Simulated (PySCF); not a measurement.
PySCF input (BP86/6-31G* with LANL2DZ past Ar (5d)):

```python
from pyscf import gto, dft

mol = gto.M(
    atom='''
    Ge   -0.13787901   -0.70653447   -0.11847276
    O     1.70995650   -0.50860189   -0.37761207
    Cl   -0.66448713    1.62851734    0.29063880
    H    -0.04865765   -0.97579602    1.49866258
    H     2.07741535   -0.03108058    0.37250271
    ''',
    basis={'default': '6-31g*', 'Ge': 'lanl2dz'},
    ecp={'Ge': 'lanl2dz'},
    charge=-1,
    spin=0,
    verbose=4,
)

mf = dft.RKS(mol, xc='bp86')
mf.grids.level = 3
mf.conv_tol = 1e-9
mf.max_cycle = 100
mf.max_memory = 1500
mf.kernel()
if not mf.converged:
    mf = mf.newton()
    mf.kernel(mf.make_rdm1())
mf.dip_moment()
```

Output:

```
PySCF version 2.14.0

[INPUT] verbose = 4
[INPUT] num. atoms = 5
[INPUT] num. electrons = 32
[INPUT] charge = -1
[INPUT] spin (= nelec alpha-beta = 2S) = 0
[INPUT] symmetry False subgroup None
[INPUT] Mole.unit = angstrom
[INPUT] Symbol           X                Y                Z      unit          X                Y                Z       unit  Magmom
[INPUT]  1 Ge    -0.137879010000  -0.706534470000  -0.118472760000 AA   -0.260553567226  -1.335156645865  -0.223881069621 Bohr   0.0
[INPUT]  2 O      1.709956500000  -0.508601890000  -0.377612070000 AA    3.231349469920  -0.961118278536  -0.713583393630 Bohr   0.0
[INPUT]  3 Cl    -0.664487130000   1.628517340000   0.290638800000 AA   -1.255698688998   3.077451761705   0.549227733172 Bohr   0.0
[INPUT]  4 H     -0.048657650000  -0.975796020000   1.498662580000 AA   -0.091949632365  -1.843987231241   2.832061829334 Bohr   0.0
[INPUT]  5 H      2.077415350000  -0.031080580000   0.372502710000 AA    3.925746058467  -0.058733783993   0.703928102558 Bohr   0.0

nuclear repulsion = 60.171111458743
number of shells = 22
number of NR pGTOs = 98
number of NR cGTOs = 44
basis = {'default': '6-31g*', 'Ge': 'lanl2dz'}
ecp = {'Ge': 'lanl2dz'}

******** <class 'pyscf.dft.rks.RKS'> ********
method = RKS
initial guess = minao
damping factor = 0
level_shift factor = 0
DIIS = <class 'pyscf.scf.diis.CDIIS'>
diis_start_cycle = 1
diis_space = 8
diis_damp = 0
SCF conv_tol = 1e-09
SCF conv_tol_grad = None
SCF max_cycles = 100
direct_scf = True
direct_scf_tol = 1e-13
XC library pyscf.dft.libxc version 7.1.2
    S. Lehtola, C. Steigemann, M. J. T. Oliveira, and M. A. L. Marques,  SoftwareX 7, 1–5 (2018)
XC functionals = bp86
    A. D. Becke,  Phys. Rev. A 38, 3098 (1988)
    J. P. Perdew,  Phys. Rev. B 33, 8822 (1986)
    J. P. Perdew,  Phys. Rev. B 34, 7406–7406 (1986)
radial grids:
    Treutler-Ahlrichs [JCP 102, 346 (1995); DOI:10.1063/1.469408] (M4) radial grids

becke partition: Becke, JCP 88, 2547 (1988); DOI:10.1063/1.454033
pruning grids: <function nwchem_prune>
grids dens level: 3
symmetrized grids: False
atomic radii adjust function: <function treutler_atomic_radii_adjust>
small_rho_cutoff = 0
Set gradient conv threshold to 3.16228e-05
Initial guess from minao.
tot grids = 73224
init E= -528.389400559012
  HOMO = -0.0916911168793284  LUMO = 0.0264014797077844  gap/eV = 3.21346
cycle= 1 E= -540.191903912594  delta_E= -11.8  |g|= 1.12  |ddm|=  3.1
  HOMO = 0.119656792219408  LUMO = 0.171879112695674  gap/eV = 1.42104
cycle= 2 E= -537.699831585558  delta_E= 2.49  |g|= 2.92  |ddm|= 4.54
  HOMO = 0.0330053838676427  LUMO = 0.142210385741481  gap/eV = 2.97162
cycle= 3 E= -540.367827385182  delta_E= -2.67  |g|= 0.681  |ddm|= 4.14
  HOMO = 0.0186929584675823  LUMO = 0.160170563398952  gap/eV = 3.84980
cycle= 4 E= -540.511398164973  delta_E= -0.144  |g|= 0.213  |ddm|= 1.23
  HOMO = 0.00301581177219745  LUMO = 0.154197313615832  gap/eV = 4.11386
cycle= 5 E= -540.528613771459  delta_E= -0.0172  |g|= 0.0472  |ddm|= 0.422
  HOMO = 0.0046167609322012  LUMO = 0.153106368773411  gap/eV = 4.04061
cycle= 6 E= -540.529582462916  delta_E= -0.000969  |g|= 0.0133  |ddm|= 0.129
  HOMO = 0.00547550086925597  LUMO = 0.154045824445554  gap/eV = 4.04280
cycle= 7 E= -540.529671667854  delta_E= -8.92e-05  |g|= 0.00352  |ddm|= 0.0374
  HOMO = 0.00522119122357623  LUMO = 0.153718868184693  gap/eV = 4.04083
cycle= 8 E= -540.529675922579  delta_E= -4.25e-06  |g|= 0.000523  |ddm|= 0.00545
  HOMO = 0.0052593701615109  LUMO = 0.153768621598516  gap/eV = 4.04114
cycle= 9 E= -540.529676015708  delta_E= -9.31e-08  |g|= 0.000108  |ddm|= 0.000845
  HOMO = 0.00525237267470402  LUMO = 0.15376206556282  gap/eV = 4.04115
cycle= 10 E= -540.529676018915  delta_E= -3.21e-09  |g|= 2.2e-05  |ddm|= 0.000118
  HOMO = 0.00525194018574737  LUMO = 0.153761814191121  gap/eV = 4.04116
cycle= 11 E= -540.529676019035  delta_E= -1.21e-10  |g|= 8.2e-06  |ddm|= 3.37e-05
  HOMO = 0.00525233182747442  LUMO = 0.15376209294897  gap/eV = 4.04116
Extra cycle  E= -540.529676019006  delta_E= 2.88e-11  |g|= 1.49e-05  |ddm|= 2.06e-05
converged SCF energy = -540.529676019006

WARN: System has nonzero charge -1; the dipole moment is origin-dependent.
Location of origin: [0. 0. 0.]

Dipole moment(X, Y, Z, Debye):  0.75030, -1.20459,  0.55296
```

The dipole moment of an ion depends on the origin.

The geometry given is a B3LYP-D3(BJ)/def2-TZVP minimum.
